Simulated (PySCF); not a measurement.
Species: C₇H₅F₃OS.
Cartesian coordinates in Å at the PBE0-D3(BJ)/def2-SVP level; atoms count from 1:
```xyz
17
C7H5F3OS angstrom
F     -2.8007    0.6374   -1.5397
C     -2.8995   -0.2323   -0.5318
F     -2.6359   -1.4420   -1.0250
F     -4.1409   -0.2179   -0.0916
O     -2.1001    0.0867    0.4992
C     -0.7239    0.0766    0.3852
C     -0.0263   -0.0867   -0.8098
C      1.3654   -0.0804   -0.7913
C      2.0745    0.0928    0.4021
S      3.8387    0.0831    0.3295
C      1.3547    0.2638    1.5906
C     -0.0344    0.2537    1.5812
H     -0.5462   -0.2181   -1.7578
H      1.9056   -0.2122   -1.7317
H      4.0499    0.2729    1.6476
H      1.8793    0.4028    2.5386
H     -0.6035    0.3814    2.5035
```

Method used: PBE0-D3(BJ)/def2-SVP geometry optimisation, gas phase in PySCF 2.14.0.

Masses are those of the commonest isotopes; rigid-rotor values at the optimised geometry. The values belong to one conformer with, in the numbering `[F:1][C:2]([F:3])([F:4])[O:5][c:6]1[cH:7][cH:8][c:9]([SH:10])[cH:11][cH:12]1`, C2–O5–C6–C7 9°, C8–C9–S10–H 180°.

Q: What are A, B and C (MHz)?

A: Ia = 188.02, Ib = 1432.76, Ic = 1532.47 u·Å²; 505379 MHz·u·Å²/I gives A = 2688, B = 352.7, C = 329.8 MHz.

Q: Classify the top.

A: A near-prolate asymmetric top. Ray's parameter κ = (2B − A − C)/(A − C) = -0.981; −1 is the prolate and +1 the oblate limit.

Q: What does the inertial defect say?

A: Not planar: Δ = Ic − Ia − Ib = -88.31 u·Å². For a rigid frame Δ = −2 Σ m c², so Σ m c² = 44.15 u·Å² lies off the ab plane: 0.03 from hydrogen and 44.13 from heavier atoms. The atom farthest from that plane is 1.14 Å away.

Q: Give the other two planar moments, Paa and Pbb, and the rms extents of the mass along the axes.

A: Paa = Σ m a² = (Ib + Ic − Ia)/2 = 1388.60 and Pbb = Σ m b² = (Ia + Ic − Ib)/2 = 143.86 u·Å². With the mass M = 194.00 u, the rms extents √(P/M) along a, b and c are 2.68, 0.86, 0.48 Å.

Q: Predict some low-J microwave lines.

A: The dipole components are |μa| = 1.61 D, |μb| = 0.94 D, |μc| = 0.01 D. Intensities carry the squares of the components, which stand as 1.00 : 0.34 : 0.00 (a : b : c). Some lines, for components of 0.1 D or more:

```json
{"type": "a", "branch": "R", "J(Ka,Kc)": "1(0,1) ← 0(0,0)", "MHz": "683", "lower level (cm⁻¹)": "0.000"}
{"type": "a", "branch": "R", "J(Ka,Kc)": "2(1,2) ← 1(1,1)", "MHz": "1342", "lower level (cm⁻¹)": "0.101"}
{"type": "a", "branch": "R", "J(Ka,Kc)": "3(0,3) ← 2(0,2)", "MHz": "2047", "lower level (cm⁻¹)": "0.068"}
{"type": "a", "branch": "R", "J(Ka,Kc)": "3(2,2) ← 2(2,1)", "MHz": "2048", "lower level (cm⁻¹)": "0.381"}
{"type": "a", "branch": "R", "J(Ka,Kc)": "3(2,1) ← 2(2,0)", "MHz": "2048", "lower level (cm⁻¹)": "0.381"}
{"type": "a", "branch": "R", "J(Ka,Kc)": "3(1,2) ← 2(1,1)", "MHz": "2082", "lower level (cm⁻¹)": "0.148"}
{"type": "a", "branch": "R", "J(Ka,Kc)": "4(0,4) ← 3(0,3)", "MHz": "2728", "lower level (cm⁻¹)": "0.137"}
{"type": "a", "branch": "R", "J(Ka,Kc)": "4(3,1) ← 3(3,0)", "MHz": "2730", "lower level (cm⁻¹)": "0.841"}
{"type": "a", "branch": "R", "J(Ka,Kc)": "4(1,3) ← 3(1,2)", "MHz": "2776", "lower level (cm⁻¹)": "0.217"}
{"type": "b", "branch": "Q", "J(Ka,Kc)": "3(2,1) ← 3(1,2)", "MHz": "6972", "lower level (cm⁻¹)": "0.217"}
{"type": "b", "branch": "Q", "J(Ka,Kc)": "2(2,1) ← 2(1,2)", "MHz": "7075", "lower level (cm⁻¹)": "0.145"}
{"type": "b", "branch": "Q", "J(Ka,Kc)": "3(2,2) ← 3(1,3)", "MHz": "7109", "lower level (cm⁻¹)": "0.213"}
{"type": "b", "branch": "Q", "J(Ka,Kc)": "4(2,3) ← 4(1,4)", "MHz": "7155", "lower level (cm⁻¹)": "0.302"}
{"type": "b", "branch": "R", "J(Ka,Kc)": "2(2,0) ← 1(1,1)", "MHz": "8417", "lower level (cm⁻¹)": "0.101"}
{"type": "b", "branch": "R", "J(Ka,Kc)": "3(2,2) ← 2(1,1)", "MHz": "9053", "lower level (cm⁻¹)": "0.148"}
{"type": "b", "branch": "R", "J(Ka,Kc)": "3(2,1) ← 2(1,2)", "MHz": "9123", "lower level (cm⁻¹)": "0.145"}
{"type": "b", "branch": "R", "J(Ka,Kc)": "4(2,3) ← 3(1,2)", "MHz": "9701", "lower level (cm⁻¹)": "0.217"}
{"type": "b", "branch": "Q", "J(Ka,Kc)": "4(3,1) ← 4(2,2)", "MHz": "11732", "lower level (cm⁻¹)": "0.541"}
{"type": "b", "branch": "Q", "J(Ka,Kc)": "3(3,0) ← 3(2,1)", "MHz": "11733", "lower level (cm⁻¹)": "0.450"}
{"type": "b", "branch": "Q", "J(Ka,Kc)": "3(3,1) ← 3(2,2)", "MHz": "11734", "lower level (cm⁻¹)": "0.450"}
{"type": "b", "branch": "Q", "J(Ka,Kc)": "4(3,2) ← 4(2,3)", "MHz": "11734", "lower level (cm⁻¹)": "0.541"}
{"type": "b", "branch": "R", "J(Ka,Kc)": "3(3,0) ← 2(2,1)", "MHz": "13781", "lower level (cm⁻¹)": "0.381"}
{"type": "b", "branch": "Q", "J(Ka,Kc)": "4(4,0) ← 4(3,1)", "MHz": "16427", "lower level (cm⁻¹)": "0.932"}
{"type": "b", "branch": "Q", "J(Ka,Kc)": "4(4,1) ← 4(3,2)", "MHz": "16427", "lower level (cm⁻¹)": "0.932"}
{"type": "b", "branch": "R", "J(Ka,Kc)": "4(4,1) ← 3(3,0)", "MHz": "19157", "lower level (cm⁻¹)": "0.841"}
```

Whether it is a minimum is left open (no frequencies). These are rigid-rotor constants of the computed structure; measured ground-state constants (B0) also hold zero-point vibration.
